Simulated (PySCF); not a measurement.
Two species compared at the same levels of theory.

First species: C7H11FOSi.
Cartesian coordinates in Å at the GFN2-xTB level; atoms count from 1:
```xyz
21
C7H11FOSi angstrom
C      4.1839   -0.0532   -0.4860
C      2.7618   -0.3013   -0.5443
C      1.5755   -0.5042   -0.5776
C      0.1954   -0.7630   -0.6534
C     -0.6724   -0.4254    0.3082
C     -2.1332   -0.7358    0.1149
C     -2.8985    0.4630   -0.4395
F     -3.0289    1.4506    0.5145
Si    -0.1145    0.4427    1.8963
O     -1.3854    0.7127    2.8706
H      4.7286   -0.9975   -0.4983
H      4.4324    0.4865    0.4274
H      4.4966    0.5413   -1.3447
H     -0.1317   -1.2704   -1.5579
H     -2.5842   -1.0251    1.0663
H     -2.2610   -1.5579   -0.5944
H     -3.9167    0.1865   -0.7325
H     -2.3730    0.9163   -1.2856
H      0.6989   -0.4469    2.7161
H      0.5578    1.6945    1.5386
H     -2.1404    1.2036    2.5510
```

Second species: C3H11NO2Si2.
SMILES: `[Si@@H](NC(=O)C)([SiH3])OC`

Levels: PBE0/pcSseg-1 for dipole moment, HOMO energy, LUMO energy and HOMO–LUMO gap; GFN2-xTB for rotational constant A and rotational constant C. Geometries: GFN2-xTB. All species are isolated and taken at one optimised geometry, non-relativistic unless stated; the electronic structure was computed with PySCF and density fitting.

The conformers computed, where there is a choice (atom-mapped SMILES and torsion angles):
- `[CH3:1][C:2]#[C:3]/[CH:4]=[C:5](/[CH2:6][CH2:7][F:8])[SiH2:9][OH:10]`: C4–C5–C6–C7 -96°, C5–C6–C7–F8 -71°, C4–C5–Si9–O10 180°, H–O10–Si9–C5 -56°
- `[CH3:1][O:2][Si@@H:3]([SiH3:4])[NH:5][C:6]([CH3:7])=[O:8]`: C1–O2–Si3–Si4 72°, O2–Si3–N5–C6 -148°, Si3–N5–C6–C7 -178°

(1) Which of the two has the higher rotational constant A, and by how much?

(2) Which has the higher rotational constant C?

(3) Which of the two has the higher dipole moment, and by how much?

(4) Which of the two has the higher HOMO–LUMO gap, and by how much?

(5) Which of the two has the higher HOMO energy, and by how much?

(6) Which of the two has the higher LUMO energy, and by how much?

## Answers

(1) The second: 2.057 GHz against 1.842 GHz, a difference of 0.215 GHz.

(2) The second: 0.703 GHz against 0.479 GHz, a difference of 0.224 GHz.

(3) The second: 3.52 D against 2.70 D, a difference of 0.82 D.

(4) The second: 7.35 eV against 5.66 eV, a difference of 1.69 eV.

(5) The first: -6.70 eV against -7.23 eV, a difference of 0.53 eV.

(6) The second: 0.12 eV against -1.04 eV, a difference of 1.16 eV.

On the first: In atomic units the dipole is 1.06 e·bohr (1 au = 2.5417 D). A dipole of 2.70 D is allowed in C1, and pure rotational transitions are dipole-allowed. GFN2-xTB frequencies show an imaginary mode (38i cm⁻¹), so this geometry is no minimum at that level.

On the second: In atomic units the dipole is 1.39 e·bohr (1 au = 2.5417 D).
